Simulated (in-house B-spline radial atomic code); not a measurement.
Values are calculated unless marked as measured or tabulated.
**Stopping of slow ions oscillates with Z: B to Ca at r_s = 3**

A nucleus sits in a uniform electron gas with a rigid positive background. The Kohn-Sham equations are solved self-consistently in the spin-unpolarised LDA (PW92), non-relativistic, on B-splines with outgoing waves at the boundary and partial waves to l = 8. The model has no lattice, no bands and no magnetic solution. Atomic units; δ_l are the phase shifts at the Fermi level, counted so that each bound state adds π, and good to about 0.0005.

The density parameter is r_s = 3 bohr, near that of the valence electrons of Ag (1 per atom, density 10.5 g/cm³, mass 107.87 u, which gives r_s = 3.02). The friction coefficient Q = n k_F σ_tr gives dE/dx = Q v for slow ions. Some elements are left out of the table, so an extreme may lie at one of them.

| ion | δ0/π | δ1/π | δ2/π | δ3/π | σ_tr (bohr²) | Q (a.u.) |
| --- | --- | --- | --- | --- | --- | --- |
| B | 1.389 | 0.382 | -0.006 | -0.001 | 54.10 | 0.3060 |
| C | 1.497 | 0.517 | -0.009 | -0.000 | 61.20 | 0.3461 |
| N | 1.572 | 0.655 | -0.008 | 0.000 | 48.77 | 0.2759 |
| O | 1.641 | 0.785 | -0.001 | 0.001 | 29.64 | 0.1677 |
| F | 1.733 | 0.898 | 0.011 | 0.002 | 15.07 | 0.0852 |
| Ne | 1.864 | 0.999 | 0.025 | 0.002 | 6.00 | 0.0340 |
| Mg | 2.175 | 1.213 | 0.034 | 0.002 | 18.86 | 0.1067 |
| Al | 2.303 | 1.339 | 0.033 | 0.002 | 42.47 | 0.2402 |
| Si | 2.403 | 1.471 | 0.033 | 0.003 | 61.33 | 0.3469 |
| P | 2.488 | 1.600 | 0.037 | 0.004 | 63.68 | 0.3602 |
| S | 2.569 | 1.718 | 0.048 | 0.005 | 53.57 | 0.3030 |
| Cl | 2.658 | 1.821 | 0.069 | 0.005 | 41.42 | 0.2343 |
| Ar | 2.756 | 1.910 | 0.099 | 0.004 | 33.83 | 0.1914 |
| K | 2.850 | 1.981 | 0.142 | 0.000 | 36.55 | 0.2067 |
| Ca | 2.916 | 2.021 | 0.211 | -0.004 | 58.74 | 0.3323 |

Q: Where are the largest and smallest frictions, and what do the phase shifts say there?

A: Largest: P, Q = 0.3602; smallest: Ne, Q = 0.0340, a ratio of 10.6. For the largest δ1/π = 1.60: the p resonance is about half filled and sits at the Fermi level, where it scatters most. For the smallest the differences δ_l − δ_(l+1), measured from the nearest multiple of π, are 0.13π, 0.03π, 0.02π; σ_tr grows with the sines of these.

Q: At equal speed, Lindhard and Scharff's formula, with silicon as an example target, scales as Z^(7/6)/(Z^(2/3) + 14^(2/3))^(3/2). How does its rise from the first ion to the last compare?

A: It rises smoothly by 0.6889/0.2534 = 2.72, while Q changes by 0.332/0.306 = 1.09. The statistical formula averages over shells, so it can't show the oscillation.
